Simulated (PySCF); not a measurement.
CH₅O₃Sb, SMILES C[O][Sb]([OH])[OH].

Geometry optimised at B3LYP-D3(BJ)/def2-SVP. The structure was generated by enumeration; whether it is a known compound was not checked. The def2 effective core potentials stand for the cores of Sb; spin–orbit coupling is left out. Other conformers were not sampled.

All values below come from PBE/def2-TZVP (PySCF).

```json
{
 "total_energy": "-506.91542 hartree",
 "highest_occupied_level": "-6.35 eV",
 "lowest_empty_level": "-1.85 eV",
 "orbital_gap": "4.51 eV",
 "dipole_moment": "1.69 D",
 "quadrupole, principal values (traceless, Buckingham form, about the centre of nuclear charge)": "-7.09, 0.15, 6.94 D·Å",
 "mean_static_polarisability": "64.0 bohr³ (9.48 Å³)",
 "polarisability_principal_values": "59.6, 60.8, 71.5 bohr³"
}
```
